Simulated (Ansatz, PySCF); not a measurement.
Compounds of Si with 4 ligands, in which F is traded for H. Quantity: H-Si bond dissociation enthalpy, 298 K, in kcal/mol. Geometries: B3LYP-D3(BJ)/def2-TZVP minima from Ansatz (an electronic-structure program). Frequencies are from Ansatz or PySCF. Correlated levels leave the core frozen unless marked. UHF or UKS for open shells. Spin-orbit coupling is left out. No relativistic terms. Basis-set limits of correlation are two-point, X^-3; Hartree-Fock from the larger set. The bracket is a focal-point correction in the basis named. Rows marked 298 K are enthalpies with B3LYP-D3(BJ) harmonic zero-point and thermal terms. The first level has limits of its own.

```
n(H)                          species (SMILES)  RI-MP2/CBS(cc-pV(T+d)Z,cc-pV(Q+d)Z)+[CCSD(T)-MP2]/cc-pV(T+d)Z (Ansatz)  PBE/def2-TZVPD (Ansatz)  PBE0-D4/def2-TZVPD (Ansatz + dftd4)
----  ----------------------------------------  ----------------------------------------------------------------------  -----------------------  -----------------------------------
1            F[SiH](F)F, to F[Si](F)F + H atom                                                                   102.0                     92.3                                 94.9
2                F[SiH2]F, to F[SiH]F + H atom                                                                       ?                        ?                                    ?
3                 F[SiH3], to F[SiH2] + H atom                                                                    95.3                     87.2                                 88.8
4     [SiH4] (SiH4), to [SiH3] (SiH3) + H atom                                                                    92.5                     86.2                                 87.1
```

Q: Fit a straight line through the known rows at each level by least squares, predict the withheld row (n(H) = 2), and compare with the run.

A: 
- The known rows have mean n(H) = 2.66667 and Σ(n(H) - mean)² = 4.6667.
- RI-MP2/CBS(cc-pV(T+d)Z,cc-pV(Q+d)Z)+[CCSD(T)-MP2]/cc-pV(T+d)Z: mean 96.600, Σ(n(H) - mean)(y - mean) = -14.900, slope -3.193 kcal/mol a step; the line gives 96.600 + (-3.193)×(2 - 2.66667) = 98.7; the run gives 97.9, -0.8 from the line, whose largest residual on the known rows is 0.2.
- PBE/def2-TZVPD: mean 88.567, Σ(n(H) - mean)(y - mean) = -9.833, slope -2.107 kcal/mol a step; the line gives 88.567 + (-2.107)×(2 - 2.66667) = 90.0; the run gives 88.5, -1.5 from the line, whose largest residual on the known rows is 0.7.
- PBE0-D4/def2-TZVPD: mean 90.267, Σ(n(H) - mean)(y - mean) = -12.433, slope -2.664 kcal/mol a step; the line gives 90.267 + (-2.664)×(2 - 2.66667) = 92.0; the run gives 90.8, -1.2 from the line, whose largest residual on the known rows is 0.6.
- PBE minus the first level along the series: -9.7, -9.4, -8.1, -6.3 kcal/mol.
